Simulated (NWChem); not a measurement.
# CH4BeOS; SMILES C[O][Be][SH]

```xyz
8

Be     0.0220    -0.1215    -0.0021
O      0.0187     1.2689    -0.0049
C      0.0138     2.6425     0.0034
H      0.3250     3.0376     0.9866
H      0.7044     3.0480    -0.7569
H     -0.9941     3.0378    -0.2142
S      0.0584    -2.0323     0.0007
H     -1.2911    -2.1268     0.0006
```
Atoms are numbered in this order, from 1.

Results from NWChem. Pople sets run with spherical d functions. Coordinates come from a PBE0/def2-SVP optimisation. B3LYP is NWChem's, with the RPA form of VWN correlation. Ions are spin-unrestricted doublets at the neutral geometry; other ion states weren't tried.

| level | vertical ionisation energy, ΔSCF (eV) | −ε(HOMO) (eV) | ΔSCF minus −ε(HOMO) (eV) |
|---|---|---|---|
| B3LYP/6-31+G* | 9.51 | 7.03 | 2.48 |
| PBE/6-31+G* | 9.20 | 6.06 | 3.14 |
| CAM-B3LYP/6-31+G* | 9.73 | 8.60 | 1.13 |
| PBE0/6-31+G* | ? | ? | ? |
| M06-2X/6-31+G* | 9.84 | 8.45 | 1.39 |

Question: Fill in the missing entries.

Answer: 
- PBE0/6-31+G*, vertical ionisation energy, ΔSCF (eV): 9.56
- PBE0/6-31+G*, −ε(HOMO) (eV): 7.30
- PBE0/6-31+G*, ΔSCF minus −ε(HOMO) (eV): 2.26
